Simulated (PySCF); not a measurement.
SMILES Cl[Si](Cl)(Cl)[CH2][GeH3] (CH₅Cl₃GeSi) at its GFN2-xTB optimised geometry (Å):

```
11

Cl    -0.0514    -2.5976     1.6887
Si     0.5969    -1.6873     0.0000
Cl     2.6163    -1.6873     0.0000
Cl    -0.0866    -2.7249    -1.5888
C     -0.1009     0.0771     0.0000
Ge    -1.5225     0.3183     1.3557
H     -0.5063     0.3248    -0.9804
H      0.6896     0.8000     0.1992
H     -2.6163    -0.6776     1.1771
H     -2.1097     1.6873     1.1915
H     -0.9756     0.2160     2.7378
```

Method: B3LYP/def2-TZVP in PySCF. Cells within 0.4 Å of a nucleus heavier than hydrogen are left out (blank, or x).

Map of the Laplacian of the electron density (e/bohr⁵), clipped to [-1.50, 1.50] on the plane z = 1.2 Å:

```
|5555555555555555555555555555555|
|5555555555555555555555555555555|
|5555555555555555555555555555555|
|5555555555555555555555555555555|
|5555555555555555555555555555555|
|5555555555555555555555555555555|
|5555555555555555555555555555555|
|5555555555555555555555555555555|
|5555555555555555555555555555555|
|5555555554555555555555555555555|
|5555555510455555555555555555555|
|5555555543455555555555555555555|
|5555555556996555555555555555555|
|5555555569999555555555555555555|
|5555555579xx9655555555555555555|
|5555555559x99555555555555555555|
|5555555336996555555555555555555|
|5555555024555555555555555555555|
|5555555445555555555555555555555|
|5555555555555555555555555555555|
|5555555555555555555555555555555|
|5555555555555544455555555555555|
|5555555555555435255555555555555|
|5555555555555449355555555555555|
|5555555555555533455555555555555|
|5555555555555555555555555555555|
|5555555555555555555555555555555|
|5555555555555555555555555555555|
|5555555555555555555555555555555|
|5555555555555555555555555555555|
|5555555555555555555555555555555|
```
Scale: ten equal steps from -1.50 (start of '0') to 1.50 (end of '9'), in the order '0123456789'; x runs from -5.00 to 5.00, y from -5.00 (bottom) to 5.00 (top).
